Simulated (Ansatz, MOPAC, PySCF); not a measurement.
Species: CN, net charge 0, doublet state. SMILES: [C-]#[N+]
Coordinates optimised at B3LYP-D3(BJ)/def2-TZVP (Ansatz, an electronic-structure program):
```xyz
2

C      0.0000     0.0000    -0.6258
N      0.0000     0.0000     0.5364
```
Charge 0, spin multiplicity 2.

Unscaled harmonic wavenumbers (cm⁻¹) in rising order, each level at the stationary point that it reaches from this structure (no distance between atoms moves by over 0.3 Å); the order of modes can differ between levels, and a negative number is imaginary. B3LYP-D3(BJ)/def2-TZVP (PySCF, at the structure above): 2153.

PM7 (MOPAC): 2321. Zero-point energy 3.3 against 3.1 kcal/mol; where all levels lie over 400 cm⁻¹, the wavenumbers are on average 1.078 times those of B3LYP-D3(BJ)/def2-TZVP.

HF/6-31G* (Ansatz): 1981. Zero-point energy 2.8 against 3.1 kcal/mol; where all levels lie over 400 cm⁻¹, the wavenumbers are on average 0.920 times those of B3LYP-D3(BJ)/def2-TZVP.
